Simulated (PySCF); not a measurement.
AsO₂⁻: fields on a plane

All numbers come from PySCF, TPSS, basis As def2-TZVPD, O def2-TZVPD (no relativity, density fitting).

The singlet minimum has As–O 1.681 Å (×2); O–As–O 113.9°.

The plane holds As1 at (0.00, 0.00), O2 at (1.68, 0.00), O3 at (-0.68, 1.54) Å. Columns run from x = -2.55 to 4.05 Å, rows from y = 3.75 (top) to -1.95 Å, in steps of 0.3 Å. Other isomers or separated fragments may lie lower.

Q: Give the electron density (e/Å³) (cut at 5 e/Å³). Lower edges of the bins (e/Å³): '_' 0.000, '.' 0.030, ':' 0.076, '-' 0.151, '=' 0.268, '+' 0.455, '*' 0.750, '#' 1.218, '%' 1.960, '@' 3.136; top 5.00, each point printed twice.

A: 
```
______________________________________________
______________________________________________
______________________________________________
__________........____________________________
______..::------::....________________________
____..::==++****==--..________________________
____..--++%%@@@@##==::..______________________
____::==##@@@@@@%%++--....____________________
____::==##@@@@@@%%++--::..........____________
____..--++##@@%%##++==----------::..__________
____..::==++**####**++====++**++==::..________
______..--==++##@@@@##****%%@@%%**==::________
______..::==**@@@@@@@@####@@@@@@##==::________
______..::==**@@@@@@@@####@@@@@@##==::________
______..::==++%%@@@@##****%%@@%%**==::________
______..::--==++****++==++++**++==::..________
________..::--======------------::..__________
________....::::--::::............____________
__________..............______________________
______________________________________________
```

Q: Give the electrostatic potential (V) (cut at 20 V). Lower edges of the bins (V): '0' -7.36, '1' -7.20, '2' -6.94, '3' -6.54, '4' -5.89, '5' -4.87, '6' -3.26, '7' -0.69, '8' 3.37, '9' 9.80; top 20.0.

A: 
```
55555444445555555555566
55544444444455555555556
55444333334444555555555
54433221123344445555555
44322232001334444555555
43223676410233344455555
43226999741223333444555
43137999963332223344555
43137999975432101234455
43226999987653210123455
44335789999866653123445
44445799999989997313445
54456899999999999423445
55556899999999999523445
55556799999989997323445
55555689999866663123445
55555567887654321234455
55555556666543222344455
55555555555544333444555
55555555555544444455555
```

The lowest empty level of this anion is unbound, so it and the gap depend on the basis.
